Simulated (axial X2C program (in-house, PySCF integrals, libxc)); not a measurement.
Excited states of AsO⁺ by EOM-EE-CCSD

Computed with an in-house all-electron X2C program for linear molecules (integrals from PySCF): two-component X2C with atomic mean-field Coulomb and Gaunt terms, Gaussian nuclei, basis As dyall-acv3z, O dyall-av3z with contracted cores.

R = 1.554 Å (near the PBE0 minimum at charge 1 of the determinant lowest at the starting distance; the state shown can have its own minimum elsewhere).

Vertical excitation energies from the closed-shell determinant state of AsO⁺:

```json
{"Ω": "1", "excitation (eV)": "4.000", "cm⁻¹": "32265", "hole of the leading pair": "73% O pπ, 18% As pπ", "particle of the leading pair": "61% As pπ, 22% O pπ, 7% O dπ", "weight of the pair (for Ω = 0 its time-reversed partner can hold as much again)": "0.55", "singles weight": "0.94"}
{"Ω": "0⁻", "excitation (eV)": "4.006", "cm⁻¹": "32308", "hole of the leading pair": "71% O pπ, 19% As pπ", "particle of the leading pair": "61% As pπ, 22% O pπ, 7% O dπ", "weight of the pair (for Ω = 0 its time-reversed partner can hold as much again)": "0.26", "singles weight": "0.95"}
{"Ω": "0⁺", "excitation (eV)": "4.638", "cm⁻¹": "37411", "hole of the leading pair": "48% O pσ, 28% As pσ, 15% As sσ", "particle of the leading pair": "62% As pπ, 19% O pπ, 9% As dπ", "weight of the pair (for Ω = 0 its time-reversed partner can hold as much again)": "0.47", "singles weight": "0.94"}
{"Ω": "0⁻", "excitation (eV)": "4.639", "cm⁻¹": "37420", "hole of the leading pair": "49% O pσ, 28% As pσ, 15% As sσ", "particle of the leading pair": "62% As pπ, 19% O pπ, 9% As dπ", "weight of the pair (for Ω = 0 its time-reversed partner can hold as much again)": "0.47", "singles weight": "0.94"}
{"Ω": "1", "excitation (eV)": "4.647", "cm⁻¹": "37478", "hole of the leading pair": "68% O pπ, 18% As pπ", "particle of the leading pair": "62% As pπ, 21% O pπ, 7% O dπ", "weight of the pair (for Ω = 0 its time-reversed partner can hold as much again)": "0.90", "singles weight": "0.93"}
{"Ω": "2", "excitation (eV)": "4.715", "cm⁻¹": "38029", "hole of the leading pair": "73% O pπ, 18% As pπ", "particle of the leading pair": "62% As pπ, 20% O pπ, 7% O dπ", "weight of the pair (for Ω = 0 its time-reversed partner can hold as much again)": "0.58", "singles weight": "0.93"}
{"Ω": "1", "excitation (eV)": "4.722", "cm⁻¹": "38084", "hole of the leading pair": "44% O pσ, 25% As pσ, 13% As sσ", "particle of the leading pair": "62% As pπ, 19% O pπ, 8% As dπ", "weight of the pair (for Ω = 0 its time-reversed partner can hold as much again)": "0.57", "singles weight": "0.94"}
{"Ω": "2", "excitation (eV)": "4.809", "cm⁻¹": "38787", "hole of the leading pair": "48% O pσ, 29% As pσ, 16% As sσ", "particle of the leading pair": "64% As pπ, 17% O pπ, 9% As dπ", "weight of the pair (for Ω = 0 its time-reversed partner can hold as much again)": "0.92", "singles weight": "0.94"}
{"Ω": "3", "excitation (eV)": "4.814", "cm⁻¹": "38826", "hole of the leading pair": "73% O pπ, 18% As pπ", "particle of the leading pair": "63% As pπ, 19% O pπ, 7% O dπ", "weight of the pair (for Ω = 0 its time-reversed partner can hold as much again)": "0.93", "singles weight": "0.93"}
```

This point took 26 s on 1 thread of Intel(R) Xeon(R) Processor @ 2.30GHz, with other jobs on the host.

Reference electrons by ω block (each with its −ω partner): 1/2: 14, 3/2: 5, 5/2: 1. 10 electrons of AsO⁺ correlated (inner shells frozen), 88 natural virtual spinors (a truncated set); levels can be off by some tenths of an eV. Roots sought by Ω: (0: 5, 1: 4, 2: 3, 3: 1); the list ends where they run out and leaves out roots under 60 % singles weight. The solver can skip a root, and states that need a further excitation, which the method places far too high, are missing though they may lie low or lowest. T1 of the reference 0.034 (Lee–Taylor). Number of frozen shells: As 3 s, 2 p, 1 d; O 1 s. Large amplitudes in the reference (orbital relaxation or multireference character) lower the reliability.
